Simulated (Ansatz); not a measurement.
The cluster GaSi₄. Total charge 0; doublet. Geometry B3LYP-D4/def2-SVP.

```xyz
5

Ga    1.1593   -0.1793    2.5541
Si   -0.7812    0.7697    0.8650
Si    0.8351   -0.6912   -0.1629
Si   -0.6568   -1.0941   -1.8936
Si   -0.5563    1.1950   -1.3627
```

B3LYP takes the VWN-RPA correlation. Another isomer (doublet) lies 0.23 eV lower at PBE0-D4/def2-TZVP; other spin states weren't run for this one.

Problem. Estimate the α-spin orbital energies around the gap (eV) in Ansatz with PBE-D4/def2-TZVP, r2SCAN-D4/def2-TZVP, B3LYP-D4/def2-TZVP, PBE0-D4/def2-TZVP, BHLYP-D4/def2-TZVP.

Solution. 
```csv
orbital,PBE-D4/def2-TZVP,r2SCAN-D4/def2-TZVP,B3LYP-D4/def2-TZVP,PBE0-D4/def2-TZVP,BHLYP-D4/def2-TZVP
HOMO−9,-14.77,-15.48,-16.23,-16.72,-18.41
HOMO−8,-11.60,-12.09,-12.79,-13.17,-14.51
HOMO−7,-10.77,-11.24,-11.91,-12.28,-13.55
HOMO−6,-8.77,-9.08,-9.68,-9.92,-10.89
HOMO−5,-8.47,-8.79,-9.36,-9.65,-10.61
HOMO−4,-6.30,-6.57,-6.87,-7.18,-7.83
HOMO−3,-5.99,-6.22,-6.48,-6.75,-7.26
HOMO−2,-5.73,-5.96,-6.31,-6.54,-7.11
HOMO−1,-5.37,-5.56,-5.91,-6.16,-6.73
HOMO,-4.87,-5.18,-5.40,-5.70,-6.28
LUMO,-3.58,-3.56,-3.03,-2.95,-2.13
LUMO+1,-2.98,-2.95,-2.37,-2.31,-1.41
LUMO+2,-2.53,-2.47,-2.01,-1.89,-1.10
LUMO+3,-2.46,-2.38,-1.86,-1.77,-0.88
LUMO+4,-1.56,-1.39,-0.99,-0.87,-0.03
LUMO+5,-1.03,-0.82,-0.41,-0.26,0.60
β HOMO,-5.28,-5.47,-5.83,-6.06,-6.65
β LUMO,-4.24,-4.14,-3.70,-3.57,-2.73
```
